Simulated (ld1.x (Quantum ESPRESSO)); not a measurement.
## Logarithmic derivatives: Mg, PAW

```json
{"Element": "Mg", "Generator": "ld1.x (Quantum ESPRESSO) 7.5", "Type": "PAW", "Functional": "LDA (PZ)", "Relativity": "scalar-relativistic", "Frozen core": "[He]", "Valence charge": "10", "Reference configuration": "2s2 2p6 3s1 3p0 (charge +1)", "Partial waves": "2s (bound): rcut 0.95, rcutus 1.00 bohr; 3s (bound): rcut 0.95, rcutus 1.00 bohr; 2p (bound): rcut 1.00, rcutus 1.10 bohr; 3p (bound, empty): rcut 1.00, rcutus 1.10 bohr", "Local potential": "all-electron potential smoothed inside 0.90 bohr (lloc = -1)", "Core correction": "a·sin(br)/r model core, default radius (ld1.x builds one for every PAW set, though the input has nlcc=.false.)", "Augmentation charge": "BESSEL, radius 0.85 bohr"}
```

The phase is arctan(r·u′/u) with u = r·R(r), unwrapped; energies in Ry, scanned from -8 to 5 Ry. A pole is an energy at which the radial function vanishes at the test radius. The pseudo phase is shifted by a multiple of π to meet the all-electron one at the reference energy, and phase errors are pseudo minus all-electron; the curves can meet again beyond the range given. Levels narrower than the energy grid can be missing from the lists of poles.

```
channel  radius (bohr)  reference energy (Ry)  poles, all-electron  poles, pseudo  unbroken range about the reference energy with phases within 0.05 rad  phase error 1 Ry above the reference energy (rad)
      s           1.20                  -0.85                -5.04          -5.04                                                        the whole range                                             -0.000
      p           1.20                  -0.53                -2.78          -2.78                                                        the whole range                                             -0.000
```

Phases in the s channel:

| E (Ry) | all-electron | pseudo |
| --- | --- | --- |
| -8.00 | 0.620 | 0.620 |
| -7.76 | 0.414 | 0.414 |
| -7.52 | 0.121 | 0.121 |
| -7.28 | -0.251 | -0.251 |
| -7.04 | -0.620 | -0.620 |
| -6.80 | -0.909 | -0.909 |
| -6.56 | -1.111 | -1.111 |
| -6.32 | -1.250 | -1.250 |
| -6.08 | -1.349 | -1.349 |
| -5.84 | -1.423 | -1.423 |
| -5.60 | -1.479 | -1.479 |
| -5.36 | -1.523 | -1.523 |
| -5.12 | -1.560 | -1.560 |
| -4.88 | -1.590 | -1.590 |
| -4.64 | -1.616 | -1.616 |
| -4.40 | -1.639 | -1.639 |
| -4.16 | -1.659 | -1.659 |
| -3.92 | -1.677 | -1.677 |
| -3.68 | -1.693 | -1.693 |
| -3.44 | -1.708 | -1.708 |
| -3.20 | -1.722 | -1.722 |
| -2.96 | -1.736 | -1.736 |
| -2.72 | -1.748 | -1.748 |
| -2.48 | -1.761 | -1.761 |
| -2.24 | -1.772 | -1.772 |
| -2.00 | -1.784 | -1.784 |
| -1.76 | -1.796 | -1.796 |
| -1.52 | -1.807 | -1.807 |
| -1.28 | -1.819 | -1.819 |
| -1.04 | -1.830 | -1.830 |
| -0.80 | -1.842 | -1.842 |
| -0.56 | -1.853 | -1.853 |
| -0.32 | -1.866 | -1.866 |
| -0.08 | -1.878 | -1.878 |
| 0.16 | -1.891 | -1.891 |
| 0.40 | -1.905 | -1.905 |
| 0.64 | -1.919 | -1.919 |
| 0.88 | -1.933 | -1.933 |
| 1.12 | -1.949 | -1.949 |
| 1.36 | -1.965 | -1.965 |
| 1.60 | -1.982 | -1.982 |
| 1.84 | -2.001 | -2.001 |
| 2.08 | -2.021 | -2.021 |
| 2.32 | -2.042 | -2.042 |
| 2.56 | -2.066 | -2.065 |
| 2.80 | -2.091 | -2.090 |
| 3.04 | -2.118 | -2.118 |
| 3.28 | -2.148 | -2.148 |
| 3.52 | -2.181 | -2.180 |
| 3.76 | -2.218 | -2.217 |
| 4.00 | -2.259 | -2.257 |
| 4.24 | -2.304 | -2.302 |
| 4.48 | -2.354 | -2.352 |
| 4.72 | -2.411 | -2.408 |
| 4.96 | -2.475 | -2.471 |
